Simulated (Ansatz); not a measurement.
Mulliken charges of `ClC(Cl)[CH2][GaH2]` from B3LYP/def2-TZVPP in Ansatz (PBE0-D4/def2-TZVP geometry).

```
atom   x (Å)   y (Å)   z (Å)  charge (e)
 Cl1  -1.406  -0.971   1.685      -0.105
  C2  -0.041  -1.081   0.569       0.058
 Cl3   1.430  -0.331   1.345      -0.124
  C4  -0.287  -0.350  -0.719      -0.291
 Ga5   0.229   1.554  -0.340       0.200
  H6   0.207  -2.137   0.487       0.170
  H7   0.391  -0.747  -1.480       0.097
  H8  -1.314  -0.508  -1.051       0.101
  H9  -0.597   2.391   0.694      -0.047
 H10   1.388   2.181  -1.192      -0.060
```

Task: By hand: the dipole of these point charges (1 e Å = 4.8032 D).

Result: Σ q r = (-0.018, -0.237, -0.297) e Å, of length 0.380 e Å = 1.83 D.

Task: How does the dipole of the full density compare? (An estimate is asked.)

Result: The calculation gave: (-0.025, -0.293, -0.284) e Å, 1.96 D; the point charges give 0.93 times that, at 7° from its direction.

Point charges leave out the atoms' own dipoles, such as those of lone pairs, and Mulliken's split depends on the basis, so the close match here is no proof of good charges.

B3LYP here is the variant with VWN-RPA as its local correlation; programs differ in this.
